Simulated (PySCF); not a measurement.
Ionisation energy of Bi⁺ by level of theory

Bi⁺ [Xe] 4f14 5d10 6s2 6p2 (3P) → Bi²⁺ [Xe] 4f14 5d10 6s2 6p1 (2P), as a difference of total energies. All numbers are calculated (PySCF 2.14, scalar relativity through the core potential, in aug-cc-pVQZ-PP with ECP60MDF). Correlated levels: valence: 5s2 5p6 5d10 frozen. The calculations carry no spin-orbit coupling.

```
           method  ionisation energy (eV)  difference from reference (eV)
              UHF                  15.308                          -1.395
              LDA                  15.979                          -0.724
              PBE                  15.762                          -0.941
             PBE0                  15.822                          -0.881
           r2SCAN                  15.912                          -0.791
        CAM-B3LYP                  15.866                          -0.837
            B3LYP                  15.827                          -0.876
          wB97M-V                  15.725                          -0.978
          LC-wPBE                  15.899                          -0.804
    MP2 (valence)                  15.612                          -1.091
SCS-MP2 (valence)                  15.553                          -1.150
```

Reference: 16.703 eV (measured; NIST Atomic Spectra Database, ionization energies).

Spin-orbit coupling is strong in these open shells (close to jj coupling). The scalar numbers leave it out and a first-order estimate fails, so it can dominate the gap to the real levels.

Errors of the correlated levels include the incompleteness of this basis and the frozen core.
